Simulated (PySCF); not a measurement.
Compound: 3-methylthiophene-2-carbonitrile, C6H5NS.
Geometry (PBE0-D3(BJ)/def2-SVP, Å), atoms numbered from 1 in this order:
```xyz
13
C6H5NS angstrom
C     -1.2545   -1.0099    0.5753
C     -0.0660   -0.2365    0.1083
C      1.2678   -0.7323    0.0834
C      2.1728    0.1731   -0.4062
S      1.4393    1.6504   -0.8543
C     -0.1186    1.0603   -0.3786
C     -1.2718    1.8697   -0.5039
N     -2.2242    2.5269   -0.6035
H     -2.1340   -0.3634    0.6961
H     -1.0492   -1.5021    1.5375
H     -1.5133   -1.7993   -0.1486
H      1.5441   -1.7316    0.4228
H      3.2481    0.0444   -0.5264
```

Level: PBE0/def2-SVPD in PySCF, non-relativistic, on one gas-phase PBE0-D3(BJ)/def2-SVP geometry that isn't relaxed in the solvent. The solvent is an IEF-PCM continuum (Bondi radii, 1.10 Å for H, scaled by 1.2), and excitations are vertical TDDFT with non-equilibrium linear response and a frozen core. Specific hydrogen bonds and non-electrostatic terms are outside this model.

Gas-phase singlets (H = HOMO, L = LUMO):

| state | E (eV) | λ (nm) | f | leading configuration |
| --- | --- | --- | --- | --- |
| S1 | 5.135 | 241 | 0.209 | H→L 92% |
| S2 | 5.300 | 234 | 0.097 | H-1→L 86% |
| S3 | 5.685 | 218 | 0.000 | H→L+1 88% |
| S4 | 6.148 | 202 | 0.000 | H-1→L+1 80% |
| S5 | 6.235 | 199 | 0.000 | H→L+3 71% |

Question: What are the lowest 5 singlets in chloroform (ε = 4.711)?

Answer: 
```tsv
state	E (eV)	λ (nm)	f	leading configuration	change by rank (eV)
S1	5.045	246	0.297	H→L 87%	-0.090
S2	5.171	240	0.156	H-1→L 84%	-0.129
S3	5.600	221	0.000	H→L+1 94%	-0.085
S4	6.106	203	0.000	H-1→L+1 80%	-0.042
S5	6.264	198	0.000	H→L+2 84%	+0.029
```

Question: The ground-state energy changes by -0.206 eV from gas to chloroform. By how much does the total energy of gas-phase S1 change?

Answer: E(S1) = E(S0) + excitation energy, so it changes by -0.206 − 0.090 = -0.296 eV: it is lowered more than the ground state, which is what a red shift means. This is the vertical state, with the slow part of the continuum still set for S0.

Question: How do the frontier levels move from gas to chloroform?

Answer: 
```tsv
orbital	gas (eV)	solvent (eV)	change (eV)	Löwdin shares, gas	Löwdin shares, solvent
LUMO+2	0.29	0.37	+0.08	C3 26 %, C2 17 %, C4 15 %, S5 8 %	S5 42 %, N8 15 %, C7 15 %, C4 9 %
LUMO+1	-0.16	-0.12	+0.04	S5 48 %, C6 12 %, N8 12 %, C7 12 %	S5 33 %, N8 22 %, C7 20 %, C6 12 %
LUMO	-1.68	-1.61	+0.07	C4 19 %, S5 18 %, C6 15 %, C2 14 %	C4 19 %, S5 17 %, C2 15 %, C6 14 %
HOMO	-7.35	-7.28	+0.07	C6 24 %, C4 21 %, N8 15 %, C2 14 %	C6 25 %, C4 21 %, C2 14 %, N8 13 %
HOMO-1	-7.79	-7.63	+0.16	S5 40 %, C3 22 %, C2 13 %, C4 9 %	S5 39 %, C3 23 %, C2 13 %, C4 10 %
HOMO-2	-9.67	-9.81	-0.14	N8 44 %, C7 33 %, S5 8 %, C6 6 %	N8 39 %, C7 28 %, S5 12 %, C6 8 %
HOMO-3	-10.19	-10.27	-0.08	N8 31 %, C7 28 %, C4 12 %, S5 8 %	N8 29 %, C7 24 %, C4 13 %, S5 12 %
```

The HOMO–LUMO gap goes from 5.67 to 5.67 eV. Rows go by rank; for LUMO+2 the atom shares or the degeneracy differ between the runs, so the row needn't follow one orbital.

Time: 21 s wall; peak memory 0.95 GiB. Hardware: one thread, AMD EPYC 7R43 (x86_64), no GPU, shared host with 256 logical CPUs at a one-minute load of 39. This is the whole response run at PBE0/def2-SVPD in chloroform, SCF included.
